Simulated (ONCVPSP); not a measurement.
## What one change does to a pseudopotential (potassium (K), ONCV)

```
Element                 : K (Z = 19)
Generator               : ONCVPSP 4.0.1
Type                    : optimised norm-conserving Vanderbilt (ONCV)
Functional              : PBEsol
Relativity              : scalar-relativistic
Frozen core             : [Ne]
Valence charge          : 9
Reference configuration : 3s2 3p6 (charge +1)
Partial waves           : 3s: rc 1.65 bohr, ncon 5, nbas 8, qcut 8.4 1/bohr, 1 projector; 3p: rc 1.25 bohr, ncon 4, nbas 8, qcut 6.8 1/bohr, 2 projectors, debl 3.1 Ha; d scattering state at 0.06 Ha: rc 1.65 bohr, ncon 3, nbas 6, qcut 4.9 1/bohr, 2 projectors, debl 2.2 Ha
Local potential         : polynomial inside 0.90 bohr (lpopt 3, dvloc0 0 Ha)
Core correction         : polynomial model core, fcfact 0.25
```

In the d channel the program set the typed energies aside and used 0.050, 2.250 Ha.

All-electron outer shells of the reference configuration (PBEsol, scalar-relativistic, ld1.x):

```json
{"shell": "3p", "level (eV)": "-24.83", "outermost node (bohr)": "0.45", "outermost maximum (bohr)": "1.15"}
```

Change: reference 3s2 3p6 4s1; wave 3s: rc 1.65 bohr, ncon 5, nbas 8, qcut 8.4 1/bohr, 1 projector becomes 3s+4s: rc 1.65 bohr, ncon 5, nbas 8, qcut 8.4 1/bohr, 2 projectors.

Cutoffs: the cutoffs (Ha) at which the residual kinetic energy of the hardest occupied pseudo-wave falls to 1 and 0.1 mHa per electron; they do not see the model core or the augmentation charge, which bear on the density cutoff. Errors are all-electron minus pseudo energies relative to the spin-unpolarised reference configuration.

Problem. What does the change do?

Solution. The potential gets neither clearly harder nor softer (24 Ha and 43 Ha → 24 Ha and 43 Ha); the range in which the s phases agree widens (upper end 0.9 → at the end of the scan); neither file shows a bound ghost.

| quantity | base | changed |
| --- | --- | --- |
| cutoff, loose | 24 Ha | 24 Ha |
| cutoff, tight | 43 Ha | 43 Ha |
| loose cutoff by channel | s 24 Ha, p 12 Ha | s 24 Ha, p 12 Ha |
| bound ghosts | none | none |
| GHOST(+) flags under 300 eV | none | none |
| largest error over its own tests, meV | +87 | +2.5 |
| s: phases at 1.67 bohr within 0.05 rad from the reference energy up to (Ha; the scan ends near 5) | 0.9 | to the end of the scan |
| p: phases at 1.27 bohr within 0.05 rad from the reference energy up to (Ha; the scan ends near 5) | to the end of the scan | to the end of the scan |
| d: phases at 1.67 bohr within 0.05 rad from the reference energy up to (Ha; the scan ends near 5) | 3.2 | 3.3 |
| rms error of d²Exc/dni dnj with the model core, mHa | 0.55 | 0.37 |
